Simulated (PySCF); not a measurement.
Al(F)(vinyl)2 (C₄H₆AlF), SMILES C=[CH][Al]([F])[CH]=C. Atoms are numbered in the order given.

```xyz
12

Al     0.0000     0.0000     0.6574
F      0.0000     0.0000     2.3293
C      1.6948    -0.1873    -0.2641
C      1.8643     0.2128    -1.5377
H      2.5804    -0.5963     0.2434
H      2.8268     0.1356    -2.0606
H      1.0478     0.6489    -2.1263
C     -1.6948     0.1873    -0.2641
C     -1.8643    -0.2128    -1.5377
H     -2.5804     0.5963     0.2434
H     -2.8268    -0.1356    -2.0606
H     -1.0478    -0.6489    -2.1263
```
Charge 0, spin multiplicity 1.

Coordinates come from a B3LYP-D3(BJ)/def2-SVP optimisation. The structure was generated by enumeration; whether it is a known compound was not checked. Other conformers were not sampled.

Method: r2SCAN/def2-TZVP in PySCF.

Gas-phase values at a fixed geometry.

Problem. Estimate the frontier levels, gap, dipole moment and polarisability. (The exact figures need the calculation; the answer reports its results.)

Solution. 
The highest occupied level is -6.98 eV. The lowest empty level is -2.12 eV. The orbital gap comes out as 4.86 eV. The dipole moment comes out as 2.18 D and the quadrupole, principal values (traceless, Buckingham form, about the centre of nuclear charge) is -6.02, 1.03, 4.99 D·Å. The mean static polarisability comes out as 69.6 bohr³ (10.32 Å³) and the polarisability, principal values is 50.1, 76.4, 82.3 bohr³.
